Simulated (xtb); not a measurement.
Mo(NH)(F)2(OH)2 (F₂H₃MoNO₂), SMILES [Mo]([OH])([OH])([F])(=[NH])[F], multiplicity 1. All values are semi-empirical tight-binding results from xtb (GFN2-xTB unless named), good for trends rather than for accurate numbers. Geometry optimised at GFN2-xTB. The multiplicity is an assumed one; no other spin state was optimised. The structure was generated by enumeration; whether it is a known compound was not checked. One conformer was computed; it need not be the lowest.

Optimised geometry:

```xyz
9

Mo     0.0000     0.0000     0.0125
N      0.0000     0.0000     1.7379
H      0.0000     0.0000     2.7451
F      1.7867     0.0000    -0.4066
F     -1.7867     0.0000    -0.4066
O      0.0000     1.7016    -0.4266
H      0.0000     2.6363    -0.6452
O      0.0000    -1.7016    -0.4266
H      0.0000    -2.6363    -0.6452
```

For metal compounds this method's bond lengths and energies can be far off.

```json
{
  "point_group_as_xtb_finds_it": "C2v",
  "orbital_gap": "3.81 eV",
  "zero_point_energy": "26.1 kcal/mol",
  "G − E(el) at 298.15 K (modified RRHO)": "6.1 kcal/mol"
}
```

Computed atomic charges and the Wiberg bond orders between heavy atoms:
charges (e) Mo1 1.22, N2 -0.45, H3 0.23, F4 -0.37, F5 -0.37, O6 -0.48, H7 0.36, O8 -0.48, H9 0.36. Bond orders Mo1–N2 2.23, Mo1–F4 0.94, Mo1–F5 0.94, Mo1–O6 1.25, Mo1–O8 1.25.
